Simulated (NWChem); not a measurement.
## Electron attachment to C$_{2}$H$_{2}$F

```xyz
5

C     -0.8840    -0.9119     0.0000
C      0.2940    -0.3326     0.0000
F      0.4714     1.0048     0.0000
H     -1.9495    -0.7010     0.0000
H      1.2470    -0.8746     0.0000
```
Charge 0, spin multiplicity 2.

The numbers come from NWChem runs, not from measurements. Structure: optimised with UB3LYP/def2-SVP, a minimum by its harmonic frequencies.

Basis set: def2-TZVPD. The species with one electron more has spin multiplicity 1 and keeps the geometry of the parent. Δ marks differences of total energies (open shells unrestricted). −ε marks an orbital energy of the parent. That orbital need not have the symmetry of the hole or added electron in the Δ rows. The basis adds only a small set of diffuse functions.

B3LYP has NWChem's definition, with VWN1-RPA local correlation. The structure started from a generated list of species. The unpaired electrons of the parent sit in orbitals of symmetry a' (Cs labels of the run); other states weren't searched. The stability of the SCF solutions was not checked.

Problem. One of these methods gave a vertical electron affinity of 4.04 eV. Which?
(A) −ε(beta LUMO) of B3LYP
(B) −ε(beta LUMO) of PBE
(C) G0W0@PBE
(D) ΔPBE

Solution. B, −ε(beta LUMO) of PBE. The others give 3.26 (−ε(beta LUMO) of B3LYP), 0.88 (ΔPBE), 1.03 (G0W0@PBE).
